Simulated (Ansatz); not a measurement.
Two members of one family ((CsI)n off), computed with Ansatz in the gas phase; def2 core potentials for Cs, I, no spin–orbit coupling. The two geometries come from different levels. HOMO and LUMO are taken over both spins. Binding counts from free atoms in the multiplicity of their measured ground term, without zero-point energy. The structures are stationary points that may keep the symmetry of their start. Remarks come from the PBE and PBE0 runs and from stability tests at other levels; not every state was tested. HOMO above LUMO (over both spins in singlets and doublets, within one spin in higher multiplets; at PBE or PBE0), or a gap under 0.15 eV within one spin, warns that the state may not be the lowest or that an electron is smeared out.

First: Cs3I2 (doublet, charge 0, PBE-D4/def2-SVP geometry).

Cartesian coordinates in Å:
```
Cs -1.446 -0.983 2.269
Cs 0.912 2.716 -0.063
Cs 0.535 -1.734 -2.212
I -2.063 0.667 -1.022
I 2.062 -0.667 1.027
```

```
               level  HOMO (eV)  LUMO (eV)  gap (eV)  binding per atom (eV)
     PBE-D4/def2-SVP      -1.95      -1.66      0.29                   1.82
 r2SCAN-D4/def2-TZVP      -1.89      -1.32      0.57                   1.86
r2SCANh-D4/def2-TZVP      -1.99      -1.35      0.64                   1.85
    PBE0-D4/def2-SVP      -2.14      -1.18      0.96                   1.82
   PBE0-D4/def2-TZVP      -2.14      -1.14      1.00                   1.83
```

Second: Cs3I4 (doublet, charge 0, PBE0-D4/def2-SVP geometry).

```tsv
atom	x (Å)	y (Å)	z (Å)
Cs1	1.755	1.465	2.086
Cs2	-2.043	2.172	-2.035
Cs3	0.838	-2.139	-0.667
I4	1.484	1.509	-1.644
I5	-2.899	-1.406	-1.342
I6	-2.002	0.326	1.278
I7	2.866	-1.926	2.324
```

Question: Estimate how these quantities change from the first to the second (second minus first).

Answer: 
```tsv
level	Δ HOMO (eV)	Δ LUMO (eV)	Δ gap (eV)	Δ binding per atom (eV)
PBE-D4/def2-SVP	-2.56	-2.84	-0.29	0.27
r2SCAN-D4/def2-TZVP	-2.92	-3.11	-0.18	0.27
r2SCANh-D4/def2-TZVP	-3.21	-2.80	0.40	0.27
PBE0-D4/def2-SVP	-3.36	-2.71	0.65	0.27
PBE0-D4/def2-TZVP	-3.47	-2.71	0.76	0.27
```

Remarks: near-degenerate levels, gap within one spin near zero.
